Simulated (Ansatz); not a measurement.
(HCd-mu-Br)2 (Cd2H2Br2). The state is a singlet with charge 0. Geometry r2SCAN-D4/def2-SVP, basis def2-TZVP, Ansatz.

```csv
run,HOMO (eV),LUMO (eV)
A,-7.01,-2.02
B,-6.95,-1.90
C,-6.89,-1.99
D,-10.24,0.52
E,-8.13,-1.19
F,-7.72,-1.43
```

In the def2 sets Cd takes a core potential; there is no spin–orbit coupling.

Problem. The runs used BLYP, PBE, PBE0, r2SCANh, revPBE, ωB97M-V. Estimate which is which.

Solution. A PBE (0 % exact exchange); B revPBE (0 % exact exchange); C BLYP (0 % exact exchange); D ωB97M-V (range-separated); E PBE0 (25 % exact exchange); F r2SCANh (10 % exact exchange). Exact exchange lowers occupied and raises empty levels; among semilocal functionals meta-GGAs tend to open the gap a little, and such runs are hard to tell apart. The gap grows from 4.90 eV (BLYP) to 10.76 eV (ωB97M-V).
